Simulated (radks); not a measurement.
Values are calculated unless marked as measured or tabulated.
Ionisation of Tl, [Hg] 6p1, to Tl+, [Hg], under several functionals. Scalar-relativistic Kohn-Sham, spin-polarised, spherical densities, point nucleus; open shells are filled with parallel spins first (spin-orbit coupling, left out, can overturn this in heavy ions); a radial shooting solver on a logarithmic mesh with Libxc functionals.

| functional | E(Tl) (hartree) | Exc (hartree) | IE (eV) | -e(HOMO) (eV) | <r> HOMO (bohr) | IE error (eV) |
|---|---|---|---|---|---|---|
| revPBE | -20246.3583 | -378.7282 | 5.227 | 2.549 | 3.824 | -0.882 |
| PBEsol | -20240.4757 | -372.8535 | 5.315 | 2.629 | 3.764 | -0.793 |
| LDA (Slater exchange, Perdew-Wang correlation) | -20234.9766 | -367.3836 | 5.526 | 2.772 | 3.742 | -0.582 |
| SOGGA | -20239.8426 | -372.2174 | 5.217 | 2.543 | 3.790 | -0.891 |
| Wu-Cohen GGA | -20244.6411 | -377.0038 | 5.313 | 2.630 | 3.755 | -0.795 |
| OLYP | -20253.0011 | -385.6269 | 5.023 | 2.303 | 3.860 | -1.085 |
| exchange-only LDA | -20226.4909 | -358.8058 | 4.719 | 2.132 | 3.966 | -1.389 |

NIST Atomic Spectra Database: 6.108 eV (measured). Closest: LDA (Slater exchange, Perdew-Wang correlation). The Delta-SCF values span 0.81 eV, the total energies 26.51 hartree. The highest occupied level is 6p. Open shells are spherical and high-spin; term and fine-structure splittings are not resolved. Spin-orbit splitting is averaged out at the scalar-relativistic level.
